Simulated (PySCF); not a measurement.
Fractional electron number in Rh(2+) (rhodium, charge +2)

The 4d beta orbital of [Kr] 4d7 is emptied in steps (occupation f), with all orbitals relaxed, ending at [Kr] 4d6. Computed with PySCF 2.14 in def2-SVP with the def2 core potential (28 electrons) (5s3p2d1f, 31 functions), with scalar relativity through the core potential. The exact energy is a straight line in f; departures are measured from the line between the end points of the same method.

| f | MN15 (eV) |
| --- | --- |
| 1 | 0.000 |
| 0.75 | -0.789 |
| 0.5 | -1.064 |
| 0.25 | -0.804 |
| 0 | 0.000 |

```csv
method,E(f=0) − E(f=1) (eV),−ε at f=1 (eV),−ε at f=0.5 (eV)
MN15,31.394,27.240,31.354
```

Orbital energy along the path (eV):

| f | MN15 |
| --- | --- |
| 1 | -27.240 |
| 0.75 | -29.251 |
| 0.5 | -31.354 |
| 0.25 | -33.522 |
| 0 | -35.686 |

Reference removal energy between the ground levels: 31.06 eV (semi-empirical (NIST evaluation); NIST Atomic Spectra Database, ionization energies). The calculation has no spin-orbit coupling. The determinant left behind need not be the lowest term of the ion.
